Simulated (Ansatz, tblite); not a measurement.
Removing and adding an electron: 1-ethyl-3-methylimidazolium mesylate, `CCn1cc[n+](C)c1.CS(=O)(=O)[O-]`. The state is a singlet with charge 0. Geometry: PBE-D4/def2-SVP. Ansatz, gas phase; energy differences of separate SCF runs; the oxidised species was run as a doublet alone; the reduced species was run as a doublet alone.

Cartesian coordinates in Å:
```
C 1.0620 -2.1586 -2.2864
C -0.1902 -1.5920 -1.6291
N -0.0754 -1.5099 -0.1643
C -0.8319 -2.1909 0.7696
C -0.5319 -1.6556 2.0008
N 0.4057 -0.6620 1.7925
C 0.8882 0.3149 2.7663
C 0.6532 -0.5765 0.4730
H 0.9114 -2.2074 -3.3827
H 1.3026 -3.1791 -1.9230
H 1.9363 -1.5014 -2.1049
H -0.3827 -0.5450 -1.9625
H -1.0808 -2.2164 -1.8378
H -1.5272 -2.9853 0.4848
H -0.9133 -1.8942 2.9974
H 0.8530 1.3103 2.2653
H 1.9216 0.0718 3.0829
H 0.2183 0.2971 3.6444
H 1.2681 0.1962 -0.0062
C -1.1149 3.6498 -0.8586
S -0.3872 2.0591 -0.3948
O 0.7665 2.4009 0.5269
O -1.4788 1.2744 0.2784
O 0.0898 1.4427 -1.6924
H -0.3351 4.2542 -1.3571
H -1.9589 3.4544 -1.5457
H -1.4685 4.1483 0.0629
```

The xTB rows come from tblite. HOMO above LUMO, or a gap near zero within one spin, warns that the state may not be the lowest or that an electron is smeared out.

| level | −HOMO (eV) | vertical IE (eV) | −LUMO (eV) | vertical EA (eV) | HOMO–LUMO gap (eV) | IE − EA (eV) | remarks |
| --- | --- | --- | --- | --- | --- | --- | --- |
| GFN1-xTB | 11.35 | 14.30 | 8.03 | 4.77 | 3.32 | 9.53 | – |
| GFN2-xTB | 9.74 | 12.77 | 7.16 | 3.86 | 2.58 | 8.91 | – |
| PBE-D4/def2-SVP | 4.34 | 7.62 | 1.57 | -1.12 | 2.78 | 8.74 | HOMO above zero (-1 doublet), gap within one spin near zero (+1 doublet) |
| PBE0-D4/def2-SVP | 6.03 | 8.15 | 0.63 | -1.07 | 5.39 | 9.21 | HOMO above zero (-1 doublet) |

Relaxing the reduced species (PBE-D4/def2-SVP) changes its energy by -0.85 eV at PBE-D4/def2-SVP, so the adiabatic electron affinity to this nearest minimum is -0.27 eV. At PBE0-D4/def2-SVP it is -0.27 eV. The highest occupied level of the relaxed charge -1 doublet lies above zero (up to 2.08 eV). By energy differences, losing it releases 0.27 eV (each at its own geometry, to the charge 0 singlet, at PBE-D4/def2-SVP).     A HOMO above zero means that the electron is unbound at that level or that self-interaction error raises the level; the energy of removing that electron tells which. Raw xTB energy differences between charge states are shifted by several eV; the methods need an empirical correction for them. Sets without diffuse functions give affinities that are too small. A negative affinity means that the extra electron isn't bound; its size then hangs on the basis.
